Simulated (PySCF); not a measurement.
Species: C₇H₁₄O₃.
Atom-mapped SMILES: `[CH3:1][CH:2]([CH3:3])[O:4][C:5]([CH3:6])([CH3:7])[O:8][CH:9]=[O:10]` (hydrogens: H11, H12, H13 on C1; H14 on C2; H15, H16, H17 on C3; H18, H19, H20 on C6; H21, H22, H23 on C7; H24 on C9)

Level of theory: PySCF 2.14.0, PBE0-D3(BJ)/def2-SVP geometry optimisation, gas phase.

(1) Give the optimised bond lengths and angles.

Results:

(1) 
```json
{"bond": "C1–C2, C2–C3", "length (Å)": "1.517", "order": "single"}
{"bond": "C2–O4", "length (Å)": "1.427", "order": "single"}
{"bond": "O4–C5", "length (Å)": "1.379", "order": "single"}
{"bond": "C5–C6, C5–C7", "length (Å)": "1.518", "order": "single"}
{"bond": "C5–O8", "length (Å)": "1.467", "order": "single"}
{"bond": "O8–C9", "length (Å)": "1.325", "order": "single"}
{"bond": "C9=O10", "length (Å)": "1.200", "order": "double"}
{"bond": "C1–H11 and 5 like bonds", "length (Å)": "1.100", "order": "single"}
{"bond": "C2–H14", "length (Å)": "1.103", "order": "single"}
{"bond": "C6–H18 and 5 like bonds", "length (Å)": "1.098", "order": "single"}
{"bond": "C9–H24", "length (Å)": "1.112", "order": "single"}
```

Bonds in one row agree within 0.01 Å and their mean is given. Orders are formal, as drawn. A selection of angles:
```json
{"angle": "C1–C2–C3", "degrees": "113.1"}
{"angle": "C1–C2–O4", "degrees": "108.8"}
{"angle": "C3–C2–O4", "degrees": "107.6"}
{"angle": "C2–O4–C5", "degrees": "119.0"}
{"angle": "O4–C5–C6", "degrees": "106.3"}
{"angle": "O4–C5–C7", "degrees": "113.4"}
{"angle": "O4–C5–O8", "degrees": "104.7"}
{"angle": "C6–C5–C7", "degrees": "112.9"}
{"angle": "C6–C5–O8", "degrees": "109.8"}
{"angle": "C5–O8–C9", "degrees": "122.6"}
{"angle": "O8–C9–O10", "degrees": "127.7"}
```

Torsions: C1–C2–O4–C5 116° (anticlinal); C2–O4–C5–C6 175° (antiperiplanar); O4–C5–O8–C9 177° (antiperiplanar); C5–O8–C9–O10 0° (synperiplanar). The mirror-image conformer, all signs reversed, is as good.

The C–O distances run from 1.200 Å (C9=O10, drawn double) to 1.467 Å (C5–O8, drawn single), a spread of 0.267 Å. Of the pairs four or more bonds apart, O10···H21 is among the closest relative to their van der Waals radii: 2.41 Å, 88 % of the sum of Bondi's values.

Point group: C1 (no symmetry element, even within 0.4 Å). Whether it is a minimum is left open (no frequencies). One conformer, not necessarily the lowest.
